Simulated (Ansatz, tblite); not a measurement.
Cost and result up the ladder for Ge(OEt)2Me2 (C6H16GeO2) (25 atoms). Charge 0, multiplicity 1. Geometry: PBE-D4/def2-SVP.

Cartesian coordinates in Å:
```
Ge 0.100 -0.501 0.970
O 0.180 -1.705 -0.364
C 0.612 -1.296 -1.656
C 0.318 -2.410 -2.649
H 0.093 -0.359 -1.967
H 1.709 -1.072 -1.656
H 0.656 -2.132 -3.669
H 0.835 -3.344 -2.350
H -0.770 -2.618 -2.683
O -0.957 0.810 0.309
C -0.736 2.190 0.537
C -1.390 2.993 -0.580
H -1.169 2.500 1.522
H 0.353 2.437 0.586
H -1.275 4.082 -0.406
H -0.933 2.742 -1.560
H -2.472 2.758 -0.640
C 1.884 0.210 1.378
H 1.848 0.926 2.223
H 2.314 0.723 0.496
H 2.549 -0.631 1.656
C -0.803 -1.438 2.419
H -0.222 -2.333 2.714
H -1.804 -1.758 2.073
H -0.919 -0.775 3.298
```

Ansatz on 2 threads of AMD EPYC 7R13 on a shared host and a share (18 GiB) of an NVIDIA H100 80GB HBM3; xTB runs through tblite on one thread. Times are rough, summed over both states, and most runs start from the orbitals of an earlier one. B2PLYP/def2-TZVP serves as the yardstick here, not as an exact answer. The other state is a doublet.

The xTB rows come from tblite. Correlated methods freeze 17 core orbitals; core or outer-core shells of Ge are correlated, in sets that lack core-valence functions. HOMO above LUMO, or a gap near zero within one spin, warns that the state may not be the lowest or that an electron is smeared out.

Correlated methods converge slowly with the basis.

Raw xTB energies of ions are shifted by several eV.

```
                          level  functions  wall time  vertical IE (eV)  difference from B2PLYP/def2-TZVP (eV)                                     remarks
                       GFN2-xTB         57    0.029 s             13.05                                   3.55                                           –
                       GFN1-xTB         73    0.052 s             13.94                                   4.44                                           –
               PBE-D4/def2-TZVP        392        4 s              8.48                                  -1.02  gap within one spin near zero (+1 doublet)
PBE0-D4/def2-TZVP (with forces)        392        7 s              9.06                                  -0.44                                           –
 B2PLYP/def2-TZVP (with forces)        392        9 s              9.50                                   0.00                                           –
```
